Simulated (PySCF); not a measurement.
## Calculated data, BFHNSi, AlBH$_{2}$N, AlBFH$_{2}$N, AlBH$_{4}$N$_{2}$

All values are calculated (PySCF 2.14.0). Calculation on a computer-drawn molecule: optimised geometry and harmonic frequencies of an isolated molecule of the commonest isotopes, restricted reference for singlets and unrestricted otherwise, frozen core in MP2.

Common to all runs: multiplicity 1; basis cc-pV(D+d)Z.

(1) BFHNSi

Start structure:
```xyz
5
BFHNSi
N     -0.4658    -0.2259     3.0069
B      0.2852    -0.4717     2.0640
Si     1.6244    -0.7439     0.5093
F      1.0477    -2.1737    -0.0164
H     -1.0825    -0.0546     3.7572
```

Settings of this run: charge 0 and method MP2.

The calculation gives: rotational constants 19.39, 3.001, 2.599 GHz; total energy -468.6133 hartree; convergence status largest gradient component 8.494e-06 hartree/bohr.

Drawn bonds:
```
atom  other atom  order
   1           2      2
   2           3      1
   3           4      1
   1           5      1
```

Optimised structure:
```xyz
5
BFHNSi
N     -0.4740    -0.2170     3.0218
B      0.2873    -0.4850     2.0510
Si     1.6267    -0.7415     0.5091
F      1.0666    -2.1901    -0.0479
H     -1.0976    -0.0362     3.7870
```

Modes:
```
frequency (cm⁻¹)  reduced mass (dalton)
           120.3                  7.726
           189.7                  5.928
           351.8                  10.63
           480.8                  1.221
           510.5                  9.482
           531.4                  1.213
           829.4                  21.68
            1852                  7.778
            3846                  1.101
```

(2) AlBH$_{2}$N

Start structure:
```xyz
5
AlBH2N
N      1.3265    -0.4751    -0.2760
B      1.4732    -0.6011     0.9535
Al     1.5151    -0.8230     2.9183
H      1.3449    -0.3518    -1.2430
H      1.6839    -1.0051     4.5025
```

Settings of this run: charge 1 and method HF.

It finds rotational constants 4.105, 4.105 GHz; total energy -321.9456 hartree; convergence status largest gradient component 1.17e-05 hartree/bohr.

Drawn bonds:
```
atom  other atom  order
   1           2      2
   2           3      1
   1           4      1
   3           5      1
```

Optimised structure:
```xyz
5
AlBH2N
N      1.3711    -0.4658    -0.2765
B      1.4424    -0.6017     0.9300
Al     1.5633    -0.8307     2.9665
H      1.3130    -0.3548    -1.2612
H      1.6538    -1.0031     4.4964
```

Modes:
```
frequency (cm⁻¹)  reduced mass (dalton)
           199.8                  3.179
           199.8                  3.179
           461.4                  1.284
           461.4                  1.284
           523.2                  10.14
           713.2                  1.232
           713.2                  1.232
            2123                  5.029
            2168                  1.121
            3998                  1.109
```

(3) AlBH$_{2}$N

Start structure:
```xyz
5
AlBH2N
N      1.3711    -0.4658    -0.2765
B      1.4424    -0.6017     0.9300
Al     1.5633    -0.8307     2.9665
H      1.3130    -0.3548    -1.2612
H      1.6538    -1.0031     4.4964
```

It was run with charge 1 and method MP2.

It finds rotational constants 4.099, 4.099 GHz; total energy -322.2362 hartree; convergence status largest gradient component 7.584e-06 hartree/bohr.

Drawn bonds:
```
atom  other atom  order
   1           2      2
   2           3      1
   1           4      1
   3           5      1
```

Optimised structure:
```xyz
5
AlBH2N
N      1.3707    -0.4648    -0.2850
B      1.4443    -0.6051     0.9606
Al     1.5632    -0.8308     2.9668
H      1.3113    -0.3518    -1.2884
H      1.6541    -1.0036     4.5013
```

Modes:
```
frequency (cm⁻¹)  reduced mass (dalton)
           169.4                  3.542
           169.7                  3.547
           443.3                   1.26
           443.4                  1.259
           528.6                  10.07
           630.5                  1.208
           630.5                  1.208
            1855                   7.48
            2117                  1.049
            3755                  1.105
```

(4) AlBFH$_{2}$N

Start structure:
```xyz
6
AlBFH2N
N     -2.0052    -1.6989     2.3664
B     -1.7290    -1.9802     1.1895
Al    -1.2122    -2.3877    -0.7528
F     -1.1214    -3.8393    -1.3303
H     -2.3096    -1.5107     3.2330
H     -1.0226    -1.3525    -1.8186
```

It was run with charge 0 and method HF.

It finds rotational constants 22.58, 2.553, 2.294 GHz; total energy -421.7471 hartree; convergence status largest gradient component 3.089e-05 hartree/bohr.

Drawn bonds:
```
atom  other atom  order
   1           2      2
   2           3      1
   3           4      1
   1           5      1
   3           6      1
```

Optimised structure:
```xyz
6
AlBFH2N
N     -2.0426    -1.7162     2.3642
B     -1.7475    -1.9666     1.1963
Al    -1.2415    -2.3515    -0.8071
F     -1.1151    -3.9367    -1.2617
H     -2.2796    -1.5283     3.3029
H     -0.9738    -1.2700    -1.9074
```

Modes:
```
frequency (cm⁻¹)  reduced mass (dalton)
           139.8                  6.624
           234.6                  3.259
             345                  6.608
           490.4                   8.46
           526.7                  1.482
           559.7                  1.237
           593.4                  1.229
           711.1                  1.142
             857                  14.64
            2045                  1.384
            2062                  2.736
            4074                  1.103
```

(5) AlBFH$_{2}$N

Start structure:
```xyz
6
AlBFH2N
N     -2.0426    -1.7162     2.3642
B     -1.7474    -1.9666     1.1963
Al    -1.2415    -2.3515    -0.8071
F     -1.1151    -3.9367    -1.2617
H     -2.2796    -1.5283     3.3029
H     -0.9738    -1.2700    -1.9074
```

Settings of this run: charge 0 and method MP2.

It finds rotational constants 22.43, 2.52, 2.265 GHz; total energy -422.2387 hartree; convergence status largest gradient component 1.348e-05 hartree/bohr.

Drawn bonds:
```
atom  other atom  order
   1           2      2
   2           3      1
   3           4      1
   1           5      1
   3           6      1
```

Optimised structure:
```xyz
6
AlBFH2N
N     -2.0456    -1.7110     2.3763
B     -1.7430    -1.9683     1.1789
Al    -1.2415    -2.3526    -0.8075
F     -1.1094    -3.9536    -1.2839
H     -2.2868    -1.5179     3.3310
H     -0.9737    -1.2660    -1.9076
```

Modes:
```
frequency (cm⁻¹)  reduced mass (dalton)
           127.2                  6.611
           203.4                  3.658
             314                  8.617
           482.7                  7.704
           503.9                  1.477
           505.3                  1.205
           531.9                  1.185
           686.3                  1.146
           830.3                  13.61
            1861                  7.721
            2012                  1.045
            3847                  1.101
```

(6) AlBH$_{4}$N$_{2}$

Start structure:
```xyz
8
AlBH4N2
N     -0.5102    -0.8913     2.3635
B     -0.6376     0.1242     1.6622
Al    -0.8699     1.8363     0.3843
N     -2.1394     3.0094     0.4756
H     -0.3764    -1.5757     3.0084
H      0.1254     2.0591    -0.8476
H     -2.1374     3.8807    -0.1894
H     -2.8959     3.1677     1.1230
```

Here we set charge 0 and method HF.

It finds rotational constants 20.36, 2.536, 2.255 GHz; total energy -377.8860 hartree; convergence status largest gradient component 1.532e-05 hartree/bohr.

Drawn bonds:
```
atom  other atom  order
   1           2      2
   2           3      1
   3           4      1
   1           5      1
   3           6      1
   4           7      1
   4           8      1
```

Optimised structure:
```xyz
8
AlBH4N2
N     -0.5730    -0.7496     2.3831
B     -0.6548     0.2036     1.6053
Al    -0.7917     1.8378     0.2687
N     -2.0935     3.0014     0.4983
H     -0.5046    -1.5129     3.0030
H      0.2177     2.0599    -0.9216
H     -2.2508     3.8093    -0.0752
H     -2.7907     2.9610     1.2184
```

Modes:
```
frequency (cm⁻¹)  reduced mass (dalton)
           127.5                  3.564
           227.4                  2.458
           332.1                  3.937
           418.9                  1.412
           468.8                  7.018
           486.5                  1.253
             544                  1.237
           559.4                  1.179
             567                  1.212
           622.1                  1.165
           785.8                  1.319
           859.8                    5.5
            1676                  1.111
            2004                  1.069
            2042                  6.513
            3776                  1.052
            3859                  1.094
            4080                  1.102
```
